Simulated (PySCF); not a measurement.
C₄H₉O, doublet, geometry from GFN2-xTB; CASSCF(3,4)/STO-3G in PySCF.

Input for PySCF:
```python
from pyscf import gto, scf, mcscf
import numpy

mol = gto.M(
    atom='''
C     2.28495574    0.29356386   -0.31870923
C     1.27390455   -0.39555219    0.51062439
C    -0.07607375   -0.69959336    0.00022314
C    -1.05955953    0.48467817    0.20203716
O    -2.36879394    0.17235047   -0.19749521
H     2.11445833    0.11008809   -1.37835200
H     2.26222377    1.38042338   -0.16228204
H     3.29176202   -0.03581254   -0.05890168
H     1.44872121   -0.46754721    1.57074274
H    -0.03692275   -0.92341275   -1.07104557
H    -0.50185075   -1.56070959    0.52226773
H    -0.68320346    1.36257618   -0.34173807
H    -1.12478930    0.73264420    1.26318285
H    -2.35940944   -0.07563256   -1.12896502
''',
    basis='sto-3g',
    spin=1,
    verbose=4,
)

mf = scf.ROHF(mol)
mf.kernel()
mc = mcscf.CASSCF(mf, 4, 3)
mc.fix_spin_(ss=0.75)
mc.conv_tol = 1e-5
mc.kernel()
occ = numpy.linalg.eigvalsh(mc.fcisolver.make_rdm1(mc.ci, mc.ncas, mc.nelecas))[::-1]
ss = mc.fcisolver.spin_square(mc.ci, mc.ncas, mc.nelecas)[0]
print('natural occupations', occ.round(4), ' <S^2>', round(ss, 4))
```

**Question.** Predict the main parts of the log of this PySCF run.

**Answer.** 
```
PySCF version 2.14.0

[INPUT] verbose = 4
[INPUT] num. atoms = 14
[INPUT] num. electrons = 41
[INPUT] charge = 0
[INPUT] spin (= nelec alpha-beta = 2S) = 1
[INPUT] symmetry False subgroup None
[INPUT] Mole.unit = angstrom
[INPUT] Symbol           X                Y                Z      unit          X                Y                Z       unit  Magmom
[...]
nuclear repulsion = 177.846813856514
number of shells = 24
number of NR pGTOs = 102
number of NR cGTOs = 34
basis = sto-3g
ecp = {}

******** <class 'pyscf.scf.rohf.ROHF'> ********
method = ROHF
initial guess = minao
damping factor = 0
level_shift factor = 0
DIIS = <class 'pyscf.scf.diis.CDIIS'>
diis_start_cycle = 1
diis_space = 8
diis_damp = 0
SCF conv_tol = 1e-09
SCF conv_tol_grad = None
SCF max_cycles = 50
direct_scf = True
direct_scf_tol = 1e-13
num. doubly occ = 20  num. singly occ = 1
Set gradient conv threshold to 3.16228e-05
init E= -229.378872660188
[...]
cycle= 1 E= -228.555973863582  delta_E= 0.823  |g|= 0.445  |ddm|=  3.1
[...]
cycle= 2 E= -228.64113576267  delta_E= -0.0852  |g|= 0.111  |ddm|= 0.57
[...]
cycle= 3 E= -228.645475135559  delta_E= -0.00434  |g|= 0.0245  |ddm|= 0.128
[...]
cycle= 4 E= -228.645786143266  delta_E= -0.000311  |g|= 0.00375  |ddm|= 0.0377
[...]
cycle= 5 E= -228.645795131518  delta_E= -8.99e-06  |g|= 0.00084  |ddm|= 0.00631
[...]
cycle= 6 E= -228.645795636065  delta_E= -5.05e-07  |g|= 0.000206  |ddm|= 0.00168
[...]
cycle= 7 E= -228.645795674811  delta_E= -3.87e-08  |g|= 5.53e-05  |ddm|= 0.000476
[...]
cycle= 8 E= -228.64579567785  delta_E= -3.04e-09  |g|= 1.52e-05  |ddm|= 0.000153
[...]
cycle= 9 E= -228.645795678103  delta_E= -2.53e-10  |g|= 5.12e-06  |ddm|= 3.89e-05
[...]
Extra cycle  E= -228.645795678126  delta_E= -2.27e-11  |g|= 2.2e-06  |ddm|= 1.17e-05
converged SCF energy = -228.645795678126

******** <class 'pyscf.mcscf.mc1step.CASSCF'> ********
CAS (2e+1e, 4o), ncore = 19, nvir = 11
max_cycle_macro = 50
max_cycle_micro = 4
conv_tol = 1e-05
conv_tol_grad = None
orbital rotation max_stepsize = 0.02
orbital rotation threshold for CI restart = 0.01
augmented hessian ah_max_cycle = 30
augmented hessian ah_conv_tol = 1e-12
augmented hessian ah_linear dependence = 1e-14
augmented hessian ah_level shift = 1e-08
augmented hessian ah_start_tol = 2.5
augmented hessian ah_start_cycle = 3
augmented hessian ah_grad_trust_region = 3
kf_trust_region = 3
kf_interval = 4
ci_response_space = 4
ci_grad_trust_region = 3
with_dep4 0
natorb = False
canonicalization = True
sorting_mo_energy = False
ao2mo_level = 2
internal_rotation = False
******** <class 'pyscf.fci.addons.SpinPenaltyFCISolver'> ********
max. cycles = 50
conv_tol = 1e-08
davidson only = True
linear dependence = 1e-12
level shift = 0.001
max iter space = 12
nroots = 1
pspace_size = 400
spin = None
CASCI E = -228.646435555449  S^2 = 0.7500000
Set conv_tol_grad to 0.00316228
macro iter   1 ( 21 JK    4 micro), CASSCF E = -228.647069403791  dE = -6.33848342e-04  S^2 = 0.7500000
               |grad[o]|=0.00212  |grad[c]|=0.0336  |ddm|=0.0206  |maxRot[o]|=0.211
macro iter   2 ( 21 JK    4 micro), CASSCF E = -228.648705221857  dE = -1.63581807e-03  S^2 = 0.7500000
               |grad[o]|=0.00251  |grad[c]|=0.0255  |ddm|=0.00787  |maxRot[o]|=0.174
macro iter   3 ( 12 JK    3 micro), CASSCF E = -228.651015537050  dE = -2.31031519e-03  S^2 = 0.7500000
               |grad[o]|=0.00499  |grad[c]|=0.0535  |ddm|=0.0342  |maxRot[o]|=0.109
macro iter   4 ( 12 JK    3 micro), CASSCF E = -228.655459993767  dE = -4.44445672e-03  S^2 = 0.7500000
               |grad[o]|=0.00782  |grad[c]|=0.0618  |ddm|=0.0482  |maxRot[o]|=0.149
macro iter   5 ( 21 JK    4 micro), CASSCF E = -228.657029350311  dE = -1.56935654e-03  S^2 = 0.7500000
               |grad[o]|=0.0117  |grad[c]|=0.0433  |ddm|=0.0215  |maxRot[o]|=0.079
macro iter   6 ( 21 JK    4 micro), CASSCF E = -228.657694848789  dE = -6.65498478e-04  S^2 = 0.7500000
               |grad[o]|=0.0116  |grad[c]|=0.0369  |ddm|=0.0171  |maxRot[o]|=0.0446
[...]
macro iter  20 ( 21 JK    4 micro), CASSCF E = -228.658976632194  dE = -8.13953309e-05  S^2 = 0.7500000
               |grad[o]|=0.0105  |grad[c]|=0.0265  |ddm|=0.0103  |maxRot[o]|=0.00645
macro iter  21 ( 21 JK    4 micro), CASSCF E = -228.659058765050  dE = -8.21328564e-05  S^2 = 0.7500000
               |grad[o]|=0.0105  |grad[c]|=0.0261  |ddm|=0.0102  |maxRot[o]|=0.00723
macro iter  22 ( 21 JK    4 micro), CASSCF E = -228.659141438058  dE = -8.26730081e-05  S^2 = 0.7500000
               |grad[o]|=0.0105  |grad[c]|=0.0258  |ddm|=0.0101  |maxRot[o]|=0.00819
macro iter  23 ( 21 JK    4 micro), CASSCF E = -228.659224469701  dE = -8.30316430e-05  S^2 = 0.7500000
               |grad[o]|=0.0105  |grad[c]|=0.0255  |ddm|=0.00999  |maxRot[o]|=0.00939
macro iter  24 ( 21 JK    4 micro), CASSCF E = -228.659307720601  dE = -8.32509004e-05  S^2 = 0.7500000
               |grad[o]|=0.0105  |grad[c]|=0.0252  |ddm|=0.00988  |maxRot[o]|=0.0109
macro iter  25 ( 21 JK    4 micro), CASSCF E = -228.659391164912  dE = -8.34443108e-05  S^2 = 0.7500000
               |grad[o]|=0.0105  |grad[c]|=0.0249  |ddm|=0.00978  |maxRot[o]|=0.0129
macro iter  26 ( 21 JK    4 micro), CASSCF E = -228.659474867284  dE = -8.37023722e-05  S^2 = 0.7500000
               |grad[o]|=0.0105  |grad[c]|=0.0246  |ddm|=0.00969  |maxRot[o]|=0.0157
macro iter  27 ( 21 JK    4 micro), CASSCF E = -228.659559070135  dE = -8.42028509e-05  S^2 = 0.7500000
               |grad[o]|=0.0105  |grad[c]|=0.0244  |ddm|=0.00962  |maxRot[o]|=0.0201
macro iter  28 ( 21 JK    4 micro), CASSCF E = -228.659644626396  dE = -8.55562611e-05  S^2 = 0.7500000
               |grad[o]|=0.0104  |grad[c]|=0.0241  |ddm|=0.00957  |maxRot[o]|=0.0273
macro iter  29 ( 21 JK    4 micro), CASSCF E = -228.659734935314  dE = -9.03089176e-05  S^2 = 0.7500000
               |grad[o]|=0.0104  |grad[c]|=0.0239  |ddm|=0.00956  |maxRot[o]|=0.0394
macro iter  30 ( 21 JK    4 micro), CASSCF E = -228.659996596578  dE = -2.61661264e-04  S^2 = 0.7500000
               |grad[o]|=0.0104  |grad[c]|=0.0248  |ddm|=0.0102  |maxRot[o]|=0.0539
macro iter  31 ( 21 JK    4 micro), CASSCF E = -228.660745804173  dE = -7.49207595e-04  S^2 = 0.7500000
               |grad[o]|=0.0103  |grad[c]|=0.0288  |ddm|=0.012  |maxRot[o]|=0.0611
macro iter  32 ( 21 JK    4 micro), CASSCF E = -228.661754627064  dE = -1.00882289e-03  S^2 = 0.7500000
               |grad[o]|=0.0101  |grad[c]|=0.0313  |ddm|=0.0126  |maxRot[o]|=0.0689
macro iter  33 ( 17 JK    4 micro), CASSCF E = -228.664559464148  dE = -2.80483708e-03  S^2 = 0.7500000
               |grad[o]|=0.00957  |grad[c]|=0.0363  |ddm|=0.0136  |maxRot[o]|=0.112
macro iter  34 ( 21 JK    4 micro), CASSCF E = -228.665635767764  dE = -1.07630362e-03  S^2 = 0.7500000
               |grad[o]|=0.00648  |grad[c]|=0.0128  |ddm|=0.00404  |maxRot[o]|=0.283
macro iter  35 ( 11 JK    2 micro), CASSCF E = -228.666148427664  dE = -5.12659901e-04  S^2 = 0.7500000
               |grad[o]|=0.00418  |grad[c]|=0.00708  |ddm|=0.00188  |maxRot[o]|=0.155
macro iter  36 (  9 JK    2 micro), CASSCF E = -228.666298972089  dE = -1.50544425e-04  S^2 = 0.7500000
               |grad[o]|=0.00211  |grad[c]|=0.00322  |ddm|=0.000795  |maxRot[o]|= 0.12
macro iter  37 (  4 JK    1 micro), CASSCF E = -228.666312582330  dE = -1.36102410e-05  S^2 = 0.7500000
               |grad[o]|=0.000688  |grad[c]|=0.00135  |ddm|=0.000215  |maxRot[o]|=0.00932
macro iter  38 (  1 JK    1 micro), CASSCF E = -228.666312582376  dE = -4.59863259e-11  S^2 = 0.7500000
               |grad[o]|=0.000235  |grad[c]|=7.34e-06  |ddm|=1.05e-05  |maxRot[o]|=    0
1-step CASSCF converged in  38 macro (717 JK 140 micro) steps
CASSCF canonicalization
Density matrix diagonal elements [1.97556291 0.99997861 0.02221311 0.00224537]
CASSCF energy = -228.666312582376
CASCI E = -228.666312582376  E(CI) = -2.60688581670922  S^2 = 0.7500000
natural occupations [1.9757e+00 1.0000e+00 2.4100e-02 2.0000e-04]  <S^2> 0.75
```
